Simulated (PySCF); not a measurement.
Computed shifts of a molecule CH₁₀OSi₄, PBE0/pcSseg-1 run with PySCF, GIAO, gas phase, atoms alike by connectivity averaged where their shifts nearly agree, in ppm (number of nuclei): ²⁹Si: -3.2 (1), -59.3 (1), -99.3 (1), -143.8 (1). ¹³C: 57.3 (1). ¹H: 5.52 (2), 4.66 (1), 4.47 (1), 4.07 (1), 4.06 (3), 3.49 (1), 3.20 (1). References: ²⁹Si against TMS (σ = 352.7 ppm); ¹³C against TMS (σ = 186.3 ppm); ¹⁷O against H2O (σ = 334.2 ppm); ¹H against TMS (σ = 31.56 ppm), references at their B3LYP-D3(BJ)/def2-TZVP geometries, non-relativistic. Coordinates come from a PBE0-D3(BJ)/def2-SVP optimisation. One conformer was computed; it need not be the lowest.

Problem. Which structure fits?
A. O[C@@H]1[SiH2][SiH2][Si@H]1[SiH3]
B. [SiH3][Si@H]1OC[SiH2][SiH2]1
C. [SiH3][Si]1([SiH3])CO[SiH2]1
D. [SiH3][Si@@H]1[SiH2]CO[SiH2]1

Solution. D, [SiH3][Si@@H]1[SiH2]CO[SiH2]1
